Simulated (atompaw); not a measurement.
Building the PAW (atompaw) potential for carbon (C) (PBE, non-relativistic).

```
Element                 : carbon (C)
Generator               : atompaw 4.2.0.5
Type                    : PAW
Functional              : PBE
Relativity              : non-relativistic
Frozen core             : [He]
Valence charge          : 4
Reference configuration : 2s2 2p2
Partial waves           : 2s (bound): rc 1.45 bohr; 2s channel at -0.55 Ry: rc 1.45 bohr; 2p (bound): rc 3.00 bohr; 2p channel at 0.3 Ry: rc 3.00 bohr
Local potential         : troulliermartins scheme with l = 2 at -0.5 Ry, radius 2.85 bohr
Core correction         : smooth core density matched at 2.95 bohr
Augmentation charge     : sinc compensation charge, radius 2.85 bohr; PAW radius 3.00 bohr; waves and projectors: custom polynom2 7 10 vanderbiltortho
```

All-electron outer shells of the reference configuration (PBE, non-relativistic, ld1.x):

| shell | level (eV) | outermost node (bohr) | outermost maximum (bohr) |
| --- | --- | --- | --- |
| 2s | -13.74 | 0.38 | 1.22 |
| 2p | -5.29 | – | 1.20 |

Calculated quality:

```json
{
 "Cutoffs needed": "10 Ry and 21 Ry (the cutoffs (Ry, on a coarse ladder) from which the occupation-weighted sum of valence levels, in a spherical-Bessel basis at the reference potential, stays within 10 and 1 mRy of its value at 400 Ry)",
 "Ghost test": "no extra level below or beside the all-electron valence levels (s, p, d, f tested) (spherical-Bessel basis up to 400 Ry, 20 bohr box)",
 "Lowest eigenvalue of the overlap operator": "0.66 (s channel)",
 "Overlap eigenvalues printed by atompaw (projector basis)": "0.192, 2.98, 132, 2.96e+03",
 "Share of each valence orbital outside the PAW sphere": "2s 4 %, 2p 12 %"
}
```

Generation and tests took about 0.6 s on one core of a shared server CPU.
